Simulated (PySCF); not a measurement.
Löwdin shares of the frontier orbitals

C4H13GeNSi.
Geometry (PBE0-D3(BJ)/def2-SVP, Å), atoms numbered from 1 in this order:
```xyz
20
C4H13GeNSi angstrom
Ge     2.6856   -0.6299   -0.5494
N      1.7429   -2.2065   -0.5896
Si     0.0282   -2.4564   -0.4529
C     -0.7497   -1.0130    0.4624
C     -0.8773    0.3011   -0.3570
C     -2.3563   -0.0373   -0.6208
C     -2.2997   -1.0808    0.5104
H      2.4933    0.2046   -1.8358
H      2.2182    0.2015    0.6582
H      4.1718   -1.0031   -0.4058
H      2.2985   -3.0038   -0.8846
H     -0.6581   -2.5799   -1.7868
H     -0.2321   -3.7391    0.2779
H     -0.2515   -0.9099    1.4407
H     -0.7569    1.1906    0.2807
H     -0.2306    0.4341   -1.2401
H     -3.0865    0.7795   -0.5200
H     -2.5002   -0.5071   -1.6052
H     -2.6961   -0.6919    1.4609
H     -2.7805   -2.0549    0.3205
```

Method: TDDFT wB97X-D/def2-SVPD, vertical, gas phase, core orbitals frozen in the response in PySCF 2.14.0, density-fitted response routines. The wB97X-D/def2-SVPD calculation is non-relativistic and has no spin–orbit coupling, an omission that weighs most on germanium.

Kohn–Sham orbitals with the atoms that hold most of them (Löwdin shares over 4%, at most four atoms; ? is withheld):

| orbital | ε (eV) | atoms |
| --- | --- | --- |
| LUMO+2 | 2.56 | Si3 13%, C7 13%, Ge1 10%, C6 10% |
| LUMO+1 | 1.89 | Ge1 30%, H9 10%, Si3 10%, H8 10% |
| LUMO | 1.78 | ? |
| HOMO | -8.94 | ? |
| HOMO-1 | -9.78 | C4 26%, Si3 17%, C5 10%, C7 9% |
| HOMO-2 | -10.51 | C4 19%, C6 17%, C5 14%, C7 11% |
| HOMO-3 | -10.63 | C5 22%, C7 21%, C4 15%, C6 14% |

(1) Which atoms hold the LUMO, and with what shares?

(2) Give the leading atoms of the HOMO.

(3) The HOMO–LUMO gap is 10.72 eV. Where does the response calculation put the lowest singlet, and from which orbitals?

Answers

(1) Ge1 (bonded to N and 3 H) 40%; Si3 (bonded to C, N and 2 H) 13%; H11 (bonded to N) 9%; H10 (bonded to Ge) 9%. By element: germanium 40%, hydrogen 18% or more, silicon 13%.

(2) N2 (bonded to Ge, Si and H) 52%; Si3 (bonded to C, N and 2 H) 12%; Ge1 (bonded to N and 3 H) 9%; H12 (bonded to Si) 8%.

(3) S1 is at 6.17 eV (f = 0.0065), 4.55 eV below the gap, made of HOMO→LUMO (60%), HOMO→LUMO+1 (33%). Without the coupling terms of the response equations the lowest excitation would equal the gap.

Next come S2 at 6.83 eV (f 0.026), HOMO→LUMO+1 (52%), HOMO→LUMO (30%); S3 at 7.41 eV (f 0.0050), HOMO→LUMO+3 (28%), HOMO→LUMO+5 (26%), HOMO→LUMO+4 (20%); S4 at 7.53 eV (f 0.0087), HOMO→LUMO+3 (34%), HOMO→LUMO+2 (18%), HOMO→LUMO+5 (10%); S5 at 7.69 eV (f 0.012), HOMO-1→LUMO+1 (34%), HOMO-1→LUMO (28%), HOMO→LUMO+6 (11%).

Löwdin shares depend on the basis, the more so with diffuse functions.

One conformer stands for the species.
